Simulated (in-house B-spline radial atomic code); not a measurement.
## TDHF excitations of B⁺

Method: TDHF. Computed with an all-electron radial atomic-structure program (B-spline basis): linear response of the closed shell [He] 2s2 with bare exchange (time-dependent Hartree-Fock); scalar-relativistic (spin-free one-electron X2C), finite nucleus, no spin-orbit coupling, no double excitations, S, P, D and F terms only.

Command:
```bash
python run_td.py task.json out
```
Settings (radii: box in bohr, nucleus in fm):
```
Z                        5
electrons                4
configuration            [He] 2s2
hamiltonian              x2c
method                   hf
box_radius               41.61
rms_radius               2.406
intervals                77
```

Time taken, with all properties: 0.3 s on 1 thread of Arm Neoverse N1, on a shared host.

The lowest states, in the order of their Tamm-Dancoff energies; the method's threshold (minus the highest occupied level) is 23.784 eV. Labels give the largest channel, * marks a mixed state, and oscillator strengths are full-response dipole values. Measured ¹D terms are left out, since they can mix with doubly excited terms. Energies in eV:

| state | full response | Tamm-Dancoff | oscillator strength | measured (J-weighted term) |
| --- | --- | --- | --- | --- |
| 2s → 2p 3P | 1.321 | 3.215 | - | 4.631 |
| 2s → 2p 1P | 8.343 | 8.805 | 1 | 9.100 |
| 2s → 3s 3S | 14.767 | 14.799 | - | 16.090 |
| 2s → 3s 1S | 15.826 | 15.843 | - | - |
| 2s → 3p 3P | 16.563 | 16.577 | - | 17.853 |
| 2s → 3p 1P | 16.971 | 16.994 | 0.0834 | 17.866 |
| 2s → 3d 3D | ? | ? | - | ? |
| 2s → 3d 1D | 17.795 | 17.798 | - | - |
| 2s → 4s 3S | 19.302 | 19.310 | - | - |
| 2s → 4s 1S | 19.610 | 19.616 | - | - |
| 2s → 4p 3P | 19.931 | 19.934 | - | - |
| 2s → 4p 1P | 20.063 | 20.068 | 0.0396 | - |
| 2s → 4d 3D | ? | ? | - | - |
| 2s → 4f 3F | 20.376 | 20.376 | - | - |
| 2s → 4f 1F | 20.385 | 20.385 | - | - |
| 2s → 4d 1D | 20.400 | 20.402 | - | - |

(1) Where does 2s → 3d 3D lie?

(2) Where does 2s → 4d 3D lie?

(3) How large is the singlet-triplet splitting of 2s → 2p (P terms) in Tamm-Dancoff?

(4) What polarisabilities and dispersion coefficient does the method give?

Results:

(1) At 17.434 eV in full response, 17.439 eV in Tamm-Dancoff; measured 18.678 eV.

(2) At 20.247 eV in full response, 20.249 eV in Tamm-Dancoff.

(3) 5.59 eV, from the unrounded values.

(4) Dipole 11.37 bohr³, quadrupole 28.24 bohr⁵, C6 31.66 hartree·bohr⁶ for two such species.
